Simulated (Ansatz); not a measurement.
Computed with Ansatz on PBE0-D4/def2-TZVP structures; ΔE is electronic, products minus reactants. CCSD(T)/CBS is the MP2 limit (def2-TZVPP, def2-QZVPP) plus CCSD(T) − MP2 in def2-TZVPP, frozen cores. Functionals use def2-TZVPP. B3LYP here is the variant with VWN-RPA as its local correlation; programs differ in this. HSE06 is defined as in plane-wave codes. For Br outer-core shells are correlated without core-valence functions, which leaves a few kJ/mol of doubt a bond. Scalar relativity is left out up to krypton. Each species was taken in one conformer, which may not be the lowest.

`[SiH]Br` + `COC(O)Cl` → `CO[SiH]` + `OC(Cl)Br`  (formal exchange of groups at the Si–Br bond)

| level | ΔE (kJ/mol) | difference from CCSD(T)/CBS |
| --- | --- | --- |
| r2SCAN-D4 | 15.8 | 1.3 |
| B3LYP-D4 | 10.0 | -4.5 |
| CAM-B3LYP-D4 | 12.6 | -1.9 |
| B2PLYP | 11.0 | -3.5 |
| HSE06 | 21.6 | 7.1 |
| RPA@PBE/def2-TZVPP | 12.4 | -2.1 |
| CCSD(T)/def2-SVP | 39.2 | 24.7 |
| HF/def2-QZVPP | 30.7 | 16.2 |
| SCS-MP2/def2-QZVPP | 7.9 | -6.6 |
| CCSD/CBS(def2) | 17.0 | 2.5 |
| CCSD(T)/CBS | 14.5 | 0 |

Largest T1 diagnostic among the species: 0.015.

At CCSD(T), def2-SVP lies +24.7 kJ/mol from the extrapolated value and def2-TZVPP +0.3 kJ/mol. From BLYP to BHLYP (50 % exact exchange), in def2-TZVPP and without D4, ΔE moves by +16.2 kJ/mol.
